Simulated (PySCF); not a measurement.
## Field gradients at the hydrogen positions

Compound: C7H13FSi2.
Atom-mapped SMILES: `[CH2:1]=[C:2]([CH3:3])[C@@H:4]1[SiH2:5][CH:6]=[CH:7][SiH2:8][C@H:9]1[F:10]` (hydrogens: H11, H12 on C1; H13, H14, H15 on C3; H16 on C4; H17, H18 on Si5; H19 on C6; H20 on C7; H21, H22 on Si8; H23 on C9)

Cartesian coordinates in Å at the GFN2-xTB level; atoms count from 1:
```xyz
23
C7H13FSi2 angstrom
C     -2.6948    0.0153    1.1244
C     -1.8193   -0.0034    0.1299
C     -2.2512    0.1260   -1.2984
C     -0.3464   -0.1428    0.3940
Si     0.4910    1.5761    0.3618
C      2.3529    1.3358    0.5141
C      2.9949    0.1791    0.3492
Si     2.1724   -1.4655   -0.0543
C      0.3621   -1.0880   -0.5671
F     -0.3215   -2.3105   -0.6143
H     -2.3917   -0.0959    2.1522
H     -3.7509    0.1349    0.9512
H     -1.6427    0.8602   -1.8250
H     -2.1455   -0.8325   -1.8064
H     -3.2943    0.4266   -1.3561
H     -0.2305   -0.5491    1.4050
H     -0.0153    2.3701    1.4861
H      0.2159    2.2747   -0.9031
H      2.9300    2.2247    0.7475
H      4.0742    0.1589    0.4632
H      2.1452   -2.3380    1.1244
H      2.8542   -2.1224   -1.1749
H      0.3064   -0.7074   -1.5934
```

Level: PBE0/pcSseg-1 (PySCF, non-relativistic); Q(2H) = 0.00286 b; rigid geometry, the same for H and D, with no vibrational averaging.

Question: Rank these positions by the coupling χzz of a deuteron there, largest first.
A. H20 (vinylic hydrogen)
B. H16 (methine hydrogen)
C. H18 (Si–H hydrogen)
D. H12 (vinylic hydrogen)
E. H15 (methyl hydrogen)
F. H23 (methine hydrogen)

Answer: D (228 kHz), A (216 kHz), E (212 kHz), B (200 kHz), F (195 kHz), C (106 kHz).

Q: Tabulate Vzz, the asymmetry η and χzz = 234.96 MHz × Q × Vzz for every hydrogen position.

A: 
```tsv
atom	bonded to	bond length (Å)	Vzz (au)	η	χzz (kHz)
H11	C1	1.077	0.3380	0.07	227
H12	C1	1.077	0.3386	0.07	228
H13	C3	1.089	0.3107	0.03	209
H14	C3	1.090	0.3079	0.01	207
H15	C3	1.087	0.3153	0.03	212
H16	C4	1.096	0.2975	0.07	200
H17	Si5	1.467	0.1600	0.01	107
H18	Si5	1.471	0.1578	0.03	106
H19	C6	1.085	0.3222	0.03	217
H20	C7	1.086	0.3217	0.03	216
H21	Si8	1.467	0.1604	0.01	108
H22	Si8	1.467	0.1591	0.01	107
H23	C9	1.096	0.2897	0.09	195
```

Q: Average by the element that carries the hydrogen.

A: on C: 212 kHz over 9 positions, mean bond length 1.087 Å; on Si: 107 kHz over 4 positions, mean bond length 1.468 Å.

Q: How does χzz go with the bond length over the 9 C–H bonds?

A: A straight-line fit has a slope of -16.2 kHz for each 0.01 Å, with a correlation coefficient of -0.99, over lengths from 1.077 to 1.096 Å. The longer bonds have the smaller couplings here.

Geometry: GFN2-xTB, one conformer, isolated molecule. GFN2-xTB bond lengths can be off by several hundredths of an ångström, more for odd bonds, and the gradients follow them. With a basis this small, the couplings can be 20 % off.
